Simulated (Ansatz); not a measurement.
Molecule: C$_{2}$H$_{4}$N (charge 0, doublet). It need not be the lowest isomer of its formula. SMILES: [CH]=NC
Geometry: optimised at B3LYP-D3(BJ)/def2-TZVP (Ansatz, a first-principles code).

Parts of the frozen-core correlation energy in cc-pwCVTZ (Ansatz, hartree). Frozen orbitals: 3; correlated occupied orbitals by spin: 9 and 8; virtual: 173 and 174. Open shells are spin-unrestricted. Spin-orbit coupling is left out. No relativistic terms.

| term | value |
|---|---|
| reference (HF) | -132.47977 |
| MP2 opposite-spin | [?] |
| MP2 same-spin | -0.12155 |
| CCSD correlation | [?] |
| (T) | [?] |
| T1 diagnostic | 0.031 |
| largest doubles amplitude | 0.078 |
| <S^2> of the reference | 0.821 |

Complete the blanks.


- MP2 opposite-spin, value: -0.39455
- CCSD correlation, value: -0.54528
- (T), value: -0.02504
